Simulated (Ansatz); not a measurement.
Consider the substitution at a C–C bond: `C=CCCCCCCCCCC` + `N=C=CO` → `CCN=C=CO` + `C=CCCCCCCCC`.

Computed with Ansatz on PBE0-D4/def2-TZVP structures; ΔE is electronic, products minus reactants. CCSD(T)/CBS adds triple-zeta CCSD(T) − MP2 to the extrapolated MP2 energy (def2 sets, frozen cores). Functionals use def2-TZVPP. Each species was taken in one conformer, which may not be the lowest.

`C=CCCCCCCCCCC`:

Cartesian coordinates in Å:
```
C -2.087 -1.762 0.289
C -2.646 -0.822 -0.460
C -3.316 0.406 0.058
C -2.815 1.725 -0.530
C -1.373 2.086 -0.184
C -0.322 1.447 -1.082
C 1.099 1.913 -0.785
C 1.617 1.556 0.605
C 1.642 0.064 0.919
C 2.545 -0.740 -0.006
C 2.773 -2.178 0.441
C 1.514 -3.030 0.444
H -2.067 -1.682 1.372
H -1.633 -2.644 -0.147
H -2.643 -0.942 -1.543
H -3.224 0.434 1.150
H -4.389 0.327 -0.160
H -2.937 1.709 -1.620
H -3.477 2.517 -0.166
H -1.255 3.174 -0.245
H -1.184 1.823 0.863
H -0.560 1.692 -2.123
H -0.380 0.358 -1.008
H 1.774 1.499 -1.541
H 1.147 3.002 -0.906
H 2.633 1.955 0.709
H 1.017 2.070 1.362
H 0.623 -0.337 0.889
H 1.988 -0.068 1.951
H 3.515 -0.233 -0.077
H 2.130 -0.744 -1.020
H 3.517 -2.639 -0.217
H 3.215 -2.176 1.444
H 1.737 -4.065 0.714
H 1.046 -3.037 -0.545
H 0.774 -2.656 1.155
```

`N=C=CO`:

Cartesian coordinates in Å:
```
N 1.739 -0.489 -0.138
C 0.591 -0.059 -0.214
C -0.573 0.541 -0.184
O -1.590 0.286 0.702
H 1.901 -1.342 -0.677
H -0.822 1.278 -0.935
H -1.246 -0.215 1.446
```

`CCN=C=CO`:

Cartesian coordinates in Å:
```
C 0.174 -1.060 1.844
C -0.009 0.313 1.230
N -0.880 0.229 0.062
C -0.499 0.601 -1.039
C -0.215 0.970 -2.264
O 0.356 0.183 -3.234
H 0.696 -1.728 1.156
H 0.762 -0.989 2.762
H -0.793 -1.505 2.083
H 0.958 0.764 0.976
H -0.512 0.971 1.946
H -0.407 1.983 -2.590
H 0.367 -0.730 -2.934
```

`C=CCCCCCCCC`:

```xyz
30

C    -1.661    0.117   -2.450
C    -2.275    0.590   -1.374
C    -2.766   -0.236   -0.234
C    -2.237    0.172    1.143
C    -0.729    0.018    1.323
C     0.085    1.225    0.870
C     1.600    1.061    1.019
C     2.320    0.585   -0.240
C     1.920   -0.786   -0.772
C     2.251   -1.933    0.168
H    -1.460   -0.944   -2.565
H    -1.338    0.768   -3.255
H    -2.455    1.662   -1.300
H    -2.522   -1.288   -0.419
H    -3.862   -0.172   -0.208
H    -2.755   -0.442    1.886
H    -2.527    1.209    1.354
H    -0.511   -0.156    2.382
H    -0.399   -0.884    0.798
H    -0.247    2.086    1.461
H    -0.150    1.465   -0.171
H     2.038    2.024    1.300
H     1.815    0.387    1.857
H     2.154    1.328   -1.029
H     3.400    0.585   -0.047
H     2.434   -0.948   -1.725
H     0.851   -0.789   -1.009
H     1.722   -1.848    1.120
H     1.981   -2.897   -0.271
H     3.322   -1.959    0.391
```

Is it downhill or uphill in electronic energy at CCSD(T)/CBS, and by how much? (Estimate.)

The calculation gave: Uphill: ΔE = +19.7 kJ/mol.

What do these levels give: r2SCAN-D4, B2PLYP, r2SCAN, SCS-MP2/def2-TZVPP, HF/CBS(def2), CCSD/CBS(def2)? (An estimate is asked.)

Ansatz gave: r2SCAN-D4 16.2, B2PLYP 10.6, r2SCAN 14.1, SCS-MP2/def2-TZVPP 15.6, HF/CBS(def2) 8.7, CCSD/CBS(def2) 19.6 kJ/mol.

Largest T1 diagnostic among the species: 0.014.

The D4 term adds +6.6 kJ/mol with B3LYP and +4.2 kJ/mol with PBE0; it sums over pairs of atoms, weighted by their polarisabilities, and B3LYP, whose exchange is more repulsive, gets the larger term. In def2-TZVPP, CCSD(T) changes the Hartree–Fock value by +10.3 kJ/mol (the triples alone add +0.0 kJ/mol) and MP2 by +8.9 kJ/mol.

B3LYP here is the variant with VWN-RPA as its local correlation; programs differ in this.
